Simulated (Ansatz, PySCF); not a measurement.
Noncovalent pair: HCl (SMILES Cl) (first 2 atoms) with C2H6O (SMILES COC); geometry from B3LYP-D3(BJ)/def2-TZVP.
(charge 0, multiplicity 1):
```xyz
11

Cl    -0.4248     0.4882     0.3549
H     -1.1121     0.8349    -0.6718
C     -0.1962    -1.2129     3.4789
O      0.7530    -0.2313     3.1250
C      0.5081     1.0073     3.7539
H     -1.2104    -0.9104     3.1889
H     -0.1842    -1.4081     4.5594
H      0.0666    -2.1263     2.9479
H     -0.4748     1.4087     3.4760
H      1.2802     1.6993     3.4218
H      0.5527     0.9152     4.8471
```

Counterpoise-corrected where a basis set is named; no monomer relaxation. Rows marked so take none.

Rows in 6-31G*, STO-3G carry no dispersion term and start afresh at each structure (6-31G* with six Cartesian d functions).

Programs: Ansatz (Gaussian orbitals); PySCF for 6-31G* rows, STO-3G rows, the dispersion terms. 

Task: One of these levels gives -1.66 kcal/mol for the interaction energy. Which?
A. BLYP-D4/def2-TZVPPD
B. HF/STO-3G (no counterpoise)
C. r2SCAN/def2-TZVPPD
D. HF/6-31G* (no counterpoise)

Result: A, BLYP-D4/def2-TZVPPD. The others give 0.97 (HF/STO-3G (no counterpoise)), 0.05 (HF/6-31G* (no counterpoise)), -1.31 (r2SCAN/def2-TZVPPD)

Ansatz is a first-principles code.
